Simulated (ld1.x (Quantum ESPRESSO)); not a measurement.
Transferability test, TM semilocal potential for S

S (Z = 16), norm-conserving Troullier–Martins (semilocal form), made with ld1.x (Quantum ESPRESSO) 7.5 (PBE, scalar-relativistic). Core [Ne], reference 3s2 3p3 (charge +1). Waves: 3s (bound): rc 1.10 bohr; 3p (bound): rc 1.20 bohr. Local part: the p channel. Core correction: Bessel-smoothed model core, default radius (core density twice the valence density).

Energies are relative to the spin-unpolarised reference configuration 3s2 3p3; without spin polarisation the order of configurations can differ from experiment. The frozen-core shift is the all-electron ΔE with the core orbitals held at their reference shape minus the fully relaxed ΔE.

(1) Give the all-electron excitation energy and the error of the potential for: 3s2 3p4; 3s2 3p2; 3s2 3p1; 3s1 3p5; 3s2 3p3.5; 3s2 3p4.3; 3s2 3p0.

Levels in the configuration 3s2 3p2:

```
level  all-electron (eV)  pseudo (eV)
   3s            -39.395      -39.369
   3p            -27.979      -27.955
```

Answers

(1)

| valence configuration | charge | ΔE all-electron (eV) | error AE − PS (meV) | frozen-core shift (meV) |
| --- | --- | --- | --- | --- |
| 3s2 3p4 | 0 | -11.769 | +5.3 | +0.4 |
| 3s2 3p2 | +2 | 22.284 | +9.1 | +4.2 |
| 3s2 3p1 | +3 | 56.325 | +50 | +25 |
| 3s1 3p5 | 0 | -1.458 | +2.2 | 0.0 |
| 3s2 3p3.5 | +0.5 | -7.109 | +1.9 | +0.1 |
| 3s2 3p4.3 | -0.3 | -13.478 | +7.4 | +0.6 |
| 3s2 3p0 | +4 | 103.122 | +137 | +87 |
